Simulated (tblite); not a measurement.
C7H15OP.
Cartesian coordinates in Å at the GFN2-xTB level; atoms count from 1:
```
atom  x, y, z in Å
C1    -2.1884    0.5717    1.1879
C2    -1.2174   -0.0725    0.2034
C3    -1.7873   -0.0501   -1.2101
C4    -0.8559   -1.4848    0.6400
P5     0.2692    1.0373    0.2023
O6    -0.0251    2.4297   -0.1405
C7     1.5795    0.3078   -0.8200
C8     2.4973   -0.7276   -0.2500
C9     2.9782    0.6750   -0.4113
H10   -2.3927    1.5971    0.8847
H11   -1.7563    0.5915    2.1888
H12   -3.1280    0.0223    1.2255
H13   -1.8931    0.9813   -1.5451
H14   -1.1283   -0.5730   -1.9023
H15   -2.7660   -0.5267   -1.2412
H16   -0.4035   -1.4757    1.6303
H17   -1.7527   -2.1016    0.6812
H18   -0.1571   -1.9412   -0.0576
H19    0.7877    0.8685    1.4927
H20    1.3504    0.2865   -1.8799
H21    2.3033   -1.0863    0.7502
H22    2.8819   -1.4846   -0.9175
H23    3.7005    0.8959   -1.1822
H24    3.0921    1.2794    0.4784
```

Computed values, GFN2-xTB/tblite, gas phase, harmonic and unscaled. Errors from tens to a few hundred cm⁻¹ against measured bands are possible. Modes of hydrogen on phosphorus can be 10 to 20 % off. One conformer, not necessarily the lowest.

Harmonic wavenumbers (cm⁻¹): 45.1, 71.2, 115.7, 174.9, 184.6, 200.7, 220.9, 223.8, 238.9, 283.4, 292.1, 357.8, 383.9, 398.0, 443.6, 620.1, 709.8, 804.5, 827.5, 854.9, 869.4, 940.1, 960.7, 966.5, 968.5, 970.9, 994.2, 1020.8, 1026.3, 1028.5, 1066.8, 1070.8, 1085.0, 1147.6, 1199.0, 1213.9, 1235.6, 1248.1, 1279.2, 1335.4, 1400.0, 1402.0, 1421.8, 1433.6, 1479.6, 1481.5, 1484.1, 1487.4, 1494.9, 1498.8, 1503.3, 2229.9, 2999.0, 3007.9, 3011.1, 3011.8, 3015.4, 3017.6, 3019.8, 3021.9, 3027.3, 3033.7, 3066.4, 3080.7, 3088.0, 3102.7.

A = 2130, B = 1037, C = 861.0 MHz; mass 146.086 u (most abundant isotopes); point group C1, symmetry number 1.

Zero-point energy?

½Σν̃ = 44949 cm⁻¹ = 537.72 kJ/mol.

What is S at 200 K and 1 bar for an ideal gas of classical rigid rotors and harmonic oscillators?

Translation 162.72, rotation 118.51, vibration 93.70: S = 374.9 J/(mol K).

And Cp and H(200 K) − H(0)?

Cp = 139.42 J/(mol K), of which vibrations give 106.16 (their classical limit is 66 R = 548.8); H(200 K) − H(0) = 17.27 kJ/mol without the zero-point energy, 10.62 from vibrations.

Which modes carry the vibrational entropy at 200 K?

45.1 cm⁻¹: 17.71; 71.2 cm⁻¹: 13.97; 115.7 cm⁻¹: 10.08; 174.9 cm⁻¹: 6.93; 184.6 cm⁻¹: 6.54; 200.7 cm⁻¹: 5.95 J/(mol K); the other 60 give 32.53 together.

How do the functions run with temperature in this model?

```json
{"T (K)": "100", "S (J/(mol K))": "296.8", "Cp (J/(mol K))": "89.2", "H − H(0) (kJ/mol)": "5.71", "G − H(0) (kJ/mol)": "-23.96", "ln q(vib)": "1.77"}
{"T (K)": "300", "S (J/(mol K))": "440.6", "Cp (J/(mol K))": "189.1", "H − H(0) (kJ/mol)": "33.65", "G − H(0) (kJ/mol)": "-98.54", "ln q(vib)": "8.06"}
{"T (K)": "500", "S (J/(mol K))": "560.8", "Cp (J/(mol K))": "286.2", "H − H(0) (kJ/mol)": "81.54", "G − H(0) (kJ/mol)": "-198.88", "ln q(vib)": "14.35"}
{"T (K)": "800", "S (J/(mol K))": "718.5", "Cp (J/(mol K))": "383.9", "H − H(0) (kJ/mol)": "183.31", "G − H(0) (kJ/mol)": "-391.48", "ln q(vib)": "23.49"}
{"T (K)": "1000", "S (J/(mol K))": "809.0", "Cp (J/(mol K))": "427.0", "H − H(0) (kJ/mol)": "264.62", "G − H(0) (kJ/mol)": "-544.41", "ln q(vib)": "29.22"}
```

q(vib) and H(0) count from the zero-point level.

Blend soft modes into free rotors: weight 1/[1 + (100 cm⁻¹/ν̃)⁴] for the oscillator and the rest for a rotor with moment μB/(μ + B), μ = h/(8π²ν), B = 10⁻⁴⁴ kg m². What vibrational entropy results?

88.38 J/(mol K) in place of 93.70, which changes −T·S at 200 K by +1.06 kJ/mol.

Hindered rotation and anharmonicity are outside this model. Other conformers, if any are populated, would add a mixing term that is left out. The structure is chiral; the term R ln 2 for an equal mix with its mirror image is left out.
